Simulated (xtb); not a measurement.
Here is a job for xtb.
```
$ xtb mol.xyz --gfn 2 --opt vtight --json

# file mol.xyz
3

Ge     0.03328864    -0.00244073     1.01968308
Br     1.00997536    -1.51955328    -0.50861914
Br    -1.01109432     1.52138010    -0.50487459
```

### Question
What does this run give for the total energy at the end of the optimisation, dipole moment, HOMO-LUMO gap?

### Answer

| Property | Result |
|---|---|
| total energy at the end of the optimisation | -10.2358 Eh |
| dipole moment | 6.43 D |
| HOMO-LUMO gap | 3.31 eV |
